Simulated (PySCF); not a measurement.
Stepwise substitution at one centre (In CH3-NH2). Gas-phase values, no solvent. One relaxed conformer stands for each flexible species; it need not be the lowest. Strings in code marks are SMILES.

Computed with PySCF with PBE-D3(BJ)/def2-TZVP // B3LYP-D3(BJ)/def2-TZVP. All candidates: neutral, multiplicity 1. Excitations are Tamm–Dancoff values on a coarser integration grid. The basis has no diffuse functions, so Rydberg states are missing or too high.

```yaml
S1 excitation (TDA): 4.50 eV
HOMO: -5.20 eV
HOMO–LUMO gap: 4.12 eV
```

Task: Say which member has these values.
(A) `[CH3][In]([CH3])[NH2]`
(B) `[CH3][In]([CH3])[CH3]`
(C) `[NH2][In]([NH2])[NH2]`
(D) `[CH3][In]([NH2])[NH2]`

Result: A, `[CH3][In]([CH3])[NH2]`. The others give `[NH2][In]([NH2])[NH2]`: 4.12 eV, -5.37 eV, 3.70 eV; `[CH3][In]([NH2])[NH2]`: 4.17 eV, -5.17 eV, 4.01 eV; `[CH3][In]([CH3])[CH3]`: 4.31 eV, -5.84 eV, 4.23 eV
